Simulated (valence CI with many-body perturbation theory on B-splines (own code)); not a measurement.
# E1 transitions of Xe XLIX

Level of theory: relativistic CI+MBPT: four valence electrons over a frozen Dirac-Fock core [He], radial functions for each j: 11 s, 11 p, 9 d, 7 f, 5 g, 2 h, 1 i, with the one-electron correlation potential Σ1 (screened to all orders), the two-electron term Σ2, the three-electron term Σ3, Breit, model QED; selected single and double excitations, second order for the rest (own B-spline code, finite nucleus).

No measured spectrum was set against this ion. As an estimate, large intervals hold to a few tenths of a per cent, small ones and those within an open d or f shell to about a per cent. Among the levels kept, up to 270 cm⁻¹ of a level comes from second order outside the variational space, and about a tenth of that is noise between levels of different J, which matters for small intervals.

Lines 201 to 250 of 268 in falling wavelength, among levels below 47204 × 10³ cm⁻¹, chosen from the strongest by gf and those to the six lowest levels. Wavelengths and rates use the calculated energies. Electric multipoles are in the length gauge, E1 and E2 with the static RPA response of the core. Weak lines are less certain than strong ones. Lines between different terms over intervals too small for the method are left out, as are lines whose strength nearly cancels. The highest levels of a list are the least certain.

Levels are named by their leading jj configuration (3d3/2^4 stands for four electrons in 3d with j = 3/2), which in mixed levels can hold well under half, so a name can repeat and another be missing. Letters in brackets count levels of one name in rising energy.

```
λ vac (Å)                           Upper                   Lower   A (s⁻¹)  S (a.u.)
    2.366  (2s 2p1/2 2p3/2 3p1/2) J=1 [a]  (2s^2 2p1/2 2p3/2) J=1  3.69e+13  7.25e-04
    2.365  (2s 2p1/2 2p3/2 3d3/2) J=1 [c]  (2s 2p1/2^2 2p3/2) J=1  8.15e+12  1.60e-04
    2.365  (2s 2p1/2 2p3/2 3d3/2) J=2 [c]  (2s 2p1/2^2 2p3/2) J=1  1.07e+14  3.48e-03
    2.365      (2s 2p1/2 2p3/2 3d5/2) J=0  (2s 2p1/2^2 2p3/2) J=1  6.55e+13  4.28e-04
    2.363  (2s 2p1/2 2p3/2 3p1/2) J=2 [a]  (2s^2 2p1/2 2p3/2) J=1  9.60e+13  3.12e-03
    2.362  (2s 2p1/2 2p3/2 3d3/2) J=2 [d]  (2s 2p1/2^2 2p3/2) J=1  4.29e+14  1.39e-02
    2.361  (2s 2p1/2 2p3/2 3d3/2) J=3 [b]  (2s 2p1/2^2 2p3/2) J=2  2.54e+14  1.15e-02
    2.360  (2s 2p1/2 2p3/2 3d5/2) J=2 [a]  (2s 2p1/2^2 2p3/2) J=2  7.65e+12  2.48e-04
    2.359      (2s 2p1/2 2p3/2 3p1/2) J=3  (2s^2 2p1/2 2p3/2) J=2  2.16e+14  9.80e-03
    2.359  (2s 2p1/2 2p3/2 3d3/2) J=1 [d]  (2s 2p1/2^2 2p3/2) J=1  2.86e+14  5.56e-03
    2.358  (2s 2p1/2 2p3/2 3d3/2) J=2 [b]  (2s 2p1/2^2 2p3/2) J=2  4.63e+14  1.50e-02
    2.357  (2s 2p1/2 2p3/2 3d3/2) J=1 [b]  (2s 2p1/2^2 2p3/2) J=2  5.68e+14  1.10e-02
    2.356  (2s 2p1/2 2p3/2 3d3/2) J=0 [b]  (2s 2p1/2^2 2p3/2) J=1  4.21e+14  2.72e-03
    2.356          (2s 2p1/2^2 3p1/2) J=1      (2s^2 2p1/2^2) J=0  4.02e+14  7.78e-03
    2.355       (2p1/2^2 2p3/2 3p1/2) J=1  (2s 2p1/2^2 2p3/2) J=1  5.12e+13  9.91e-04
    2.355  (2s 2p1/2 2p3/2 3d5/2) J=3 [a]  (2s 2p1/2^2 2p3/2) J=2  1.14e+14  5.13e-03
    2.354  (2s 2p1/2 2p3/2 3d5/2) J=1 [a]  (2s 2p1/2^2 2p3/2) J=2  1.10e+13  2.12e-04
    2.354       (2p1/2^2 2p3/2 3p1/2) J=2  (2s 2p1/2^2 2p3/2) J=1  3.13e+13  1.01e-03
    2.352          (2s^2 2p3/2 3d3/2) J=2  (2s^2 2p1/2 2p3/2) J=2  2.44e+14  7.84e-03
    2.349          (2s^2 2p3/2 3d3/2) J=3  (2s^2 2p1/2 2p3/2) J=2  2.51e+14  1.12e-02
    2.348          (2s^2 2p3/2 3d3/2) J=1  (2s^2 2p1/2 2p3/2) J=2  8.58e+13  1.65e-03
    2.348  (2s 2p1/2 2p3/2 3p1/2) J=2 [b]  (2s^2 2p1/2 2p3/2) J=2  1.61e+13  5.14e-04
    2.348          (2s^2 2p1/2 3d3/2) J=1      (2s^2 2p1/2^2) J=0  1.93e+14  3.69e-03
    2.345          (2s^2 2p3/2 3d3/2) J=2  (2s^2 2p1/2 2p3/2) J=1  1.49e+14  4.74e-03
    2.345  (2s 2p1/2 2p3/2 3d5/2) J=3 [b]  (2s 2p1/2^2 2p3/2) J=2  3.79e+12  1.69e-04
    2.342          (2s^2 2p3/2 3d3/2) J=1  (2s^2 2p1/2 2p3/2) J=1  3.38e+14  6.42e-03
    2.341  (2s 2p1/2 2p3/2 3d3/2) J=3 [c]  (2s 2p1/2^2 2p3/2) J=2  6.32e+12  2.80e-04
    2.341          (2s^2 2p3/2 3d3/2) J=0  (2s^2 2p1/2 2p3/2) J=1  4.38e+14  2.77e-03
    2.341  (2s 2p1/2 2p3/2 3p1/2) J=2 [b]  (2s^2 2p1/2 2p3/2) J=1  3.53e+13  1.12e-03
    2.339          (2s^2 2p3/2 3d5/2) J=2  (2s^2 2p1/2 2p3/2) J=2  1.42e+13  4.49e-04
    2.338  (2s 2p1/2 2p3/2 3d3/2) J=2 [c]  (2s 2p1/2^2 2p3/2) J=2  2.47e+12  7.80e-05
    2.336  (2s 2p1/2 2p3/2 3p1/2) J=1 [b]  (2s^2 2p1/2 2p3/2) J=2  1.05e+13  1.98e-04
    2.336  (2s 2p1/2 2p3/2 3p1/2) J=2 [c]  (2s^2 2p1/2 2p3/2) J=2  2.31e+13  7.27e-04
    2.335  (2s 2p1/2 2p3/2 3d3/2) J=2 [d]  (2s 2p1/2^2 2p3/2) J=2  7.44e+12  2.34e-04
    2.333          (2s^2 2p3/2 3d5/2) J=3  (2s^2 2p1/2 2p3/2) J=2  2.34e+13  1.03e-03
    2.332          (2s^2 2p3/2 3d5/2) J=2  (2s^2 2p1/2 2p3/2) J=1  5.48e+12  1.71e-04
    2.332  (2s 2p1/2 2p3/2 3d3/2) J=1 [d]  (2s 2p1/2^2 2p3/2) J=2  6.60e+12  1.24e-04
    2.329      (2s 2p1/2 2p3/2 3p1/2) J=0  (2s^2 2p1/2 2p3/2) J=1  1.55e+13  9.69e-05
    2.329  (2s 2p1/2 2p3/2 3p1/2) J=1 [b]  (2s^2 2p1/2 2p3/2) J=1  1.08e+13  2.02e-04
    2.329  (2s 2p1/2 2p3/2 3p1/2) J=2 [c]  (2s^2 2p1/2 2p3/2) J=1  2.01e+12  6.27e-05
    2.328       (2p1/2^2 2p3/2 3p1/2) J=1  (2s 2p1/2^2 2p3/2) J=2  3.05e+13  5.70e-04
    2.328  (2s 2p1/2 2p3/2 3d5/2) J=3 [c]  (2s 2p1/2^2 2p3/2) J=2  3.51e+12  1.53e-04
    2.328  (2s 2p1/2 2p3/2 3p3/2) J=3 [a]  (2s^2 2p1/2 2p3/2) J=2  6.58e+12  2.87e-04
    2.327       (2p1/2^2 2p3/2 3p1/2) J=2  (2s 2p1/2^2 2p3/2) J=2  2.00e+13  6.22e-04
    2.325  (2s 2p1/2 2p3/2 3p3/2) J=1 [a]  (2s^2 2p1/2 2p3/2) J=2  8.45e+12  1.57e-04
    2.323          (2s^2 2p3/2 3d5/2) J=1  (2s^2 2p1/2 2p3/2) J=1  5.35e+12  9.94e-05
    2.323  (2s 2p1/2 2p3/2 3p1/2) J=1 [c]  (2s^2 2p1/2 2p3/2) J=2  4.50e+13  8.35e-04
    2.320  (2s 2p1/2 2p3/2 3p3/2) J=2 [a]  (2s^2 2p1/2 2p3/2) J=2  7.10e+12  2.19e-04
    2.318  (2s 2p1/2 2p3/2 3p3/2) J=1 [a]  (2s^2 2p1/2 2p3/2) J=1  1.15e+14  2.12e-03
    2.313  (2s 2p1/2 2p3/2 3p3/2) J=2 [a]  (2s^2 2p1/2 2p3/2) J=1  9.15e+13  2.80e-03
```
